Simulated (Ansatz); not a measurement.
Molecule: WO₂, net charge 0, singlet state. 
Geometry from a B3LYP-D3(BJ)/def2-TZVP (Ansatz, an electronic-structure program) optimisation:
SMILES: [O]=[W]=[O]
```xyz
3

W      0.0048     0.0008    -0.1837
O      1.3129     0.0181     0.8844
O     -1.3573    -0.0253     0.8144
```
Charge 0, spin multiplicity 1.

Basis-set convergence of Hartree-Fock and CCSD(T) correlation energies (hartree) with Ansatz. Correlated levels leave the core frozen unless marked. No spin-orbit coupling. Frozen are the shells of the preceding noble gas and the d and f shells that filled before the atom's block. In def2 rows, elements after Kr have scalar-relativistic effective core potentials.

The Hartree-Fock reference is unstable (checked in the largest basis), which strains HF and MP2. The T1 diagnostic of CCSD in the largest basis is 0.035, which is high, so the coupled-cluster rows are less sure than usual.

```csv
basis,functions,E(HF),"E(corr, CCSD(T))",rough core time
def2-SVP,60,-215.93108,-0.61063,under 20 s
def2-TZVPP,118,-216.15219,-0.74040,under 20 s
def2-QZVPP,195,-216.16043,-0.78325,29 s
```

Extrapolating the two largest sets (X = 3 and 4) as X^-3: E(corr) = (64·(-0.78325) - 27·(-0.74040))/37 = -0.8145 Eh, an estimate of the basis-set limit. The largest set recovers 96.2 % of it, the smallest 75.0 %.
